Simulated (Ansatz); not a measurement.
Gas-phase reaction 4 R1 → 3 P1 + P2, each structure at its B3LYP-D3(BJ)/def2-SVP stationary point, reached from a drawn start (curvature not checked).
P1, H3O4P (SMILES O=P(O)(O)O) (charge 0, multiplicity 1, Z-matrix in Å and degrees):
```
P
O 1 1.4803
O 1 1.6120 2 116.40
H 3 0.9686 1 110.92 2 34.46
O 1 1.6120 2 116.40 3 120.00
H 5 0.9686 1 110.92 2 34.45
O 1 1.6120 2 116.40 5 120.00
H 7 0.9686 1 110.92 2 34.45
```
R1, H3O3P (SMILES OP(O)O) (charge 0, multiplicity 1):
```xyz
7

P     -0.16953    -0.39456    -0.24196
O     -0.00290    -0.45281     1.40112
O      1.33195     0.19633    -0.59845
O     -0.99768     1.03258    -0.33146
H      0.26682    -1.33875     1.68198
H      1.52196     0.08879    -1.54123
H     -1.95061     0.86832    -0.36990
```
P2, PH3 (SMILES P) (charge 0, multiplicity 1):
| atom | x (Å) | y (Å) | z (Å) |
|---|---|---|---|
| P | 0.0000 | 0.0000 | 0.5856 |
| H | 0.0000 | 1.1981 | -0.1952 |
| H | 1.0376 | -0.5990 | -0.1952 |
| H | -1.0376 | -0.5990 | -0.1952 |

P less R. No zero-point or thermal terms. One arrangement of each flexible species, with no search for the lowest.

Cores are frozen in the correlated methods.

Programs: Ansatz (Gaussian orbitals). No computed number here is a measurement.

Q: What is the computed reaction energy (r2SCAN/def2-TZVPP)?

A: -314 kJ/mol

Q: What reaction energy does CCSD(T)/cc-pV(T+d)Z give?

A: -313 kJ/mol

Q: Give the reaction energy at the level PBE0/def2-TZVPP.

A: -290 kJ/mol

Ansatz is a program for electronic structure.
